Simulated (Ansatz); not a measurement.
This geometry of AlClH7NOSi (12 atoms, charge 0, multiplicity 1) is a first-order saddle point.

Method: RKS PBE/cc-pVDZ (Ansatz 0.2.0).

```xyz
12
Properties=species:S:1:pos:R:3
Al 0.318 0.304 -0.080
O -0.344 -0.024 1.723
H -1.292 -0.222 1.858
Cl 2.257 -0.617 -0.303
H -0.811 0.109 -1.187
N 0.449 2.058 0.775
H 1.411 2.298 1.066
Si -0.480 3.509 0.291
H -1.878 3.037 -0.018
H -0.530 4.501 1.430
H 0.098 4.193 -0.925
H -0.136 1.122 1.690
```

Which two structures does it join? (They come from a converged band through this point; their orientation in space is the band's.)

Bonds broken: N6–H12. Bonds formed: O2–H12.

Image 0:

```xyz
12
Properties=species:S:1:pos:R:3
Al 0.085 0.255 0.143
O -0.660 -0.332 1.637
H -0.897 -1.270 1.732
Cl 2.162 -0.338 -0.229
H -0.795 0.498 -1.176
N 0.377 2.118 0.984
H 1.397 2.273 1.036
Si -0.506 3.525 0.204
H -1.956 3.149 0.172
H -0.286 4.765 1.031
H 0.083 3.684 -1.166
H 0.059 1.941 1.954
```

Image 6:

```xyz
12
Properties=species:S:1:pos:R:3
Al 0.345 0.412 -0.053
O -0.290 -0.098 1.832
H -1.239 -0.331 1.901
Cl 2.217 -0.647 -0.269
H -0.899 0.055 -0.988
N 0.523 2.150 0.620
H 1.489 2.419 0.864
Si -0.469 3.552 0.178
H -1.852 3.026 -0.132
H -0.569 4.528 1.332
H 0.034 4.323 -1.027
H -0.227 0.878 2.063
```

How far does it lie above each of them?

0.67 eV above the first and 0.07 eV above the second. This is the barrier of this one path; another mechanism may lie lower. The orbitals stay closed-shell, which can raise the energy where a bond breaks towards radicals; this wasn't checked here.

The run took 2.8 min on 4 threads of Arm Neoverse V1 (shared host), peak memory 0.19 GiB.
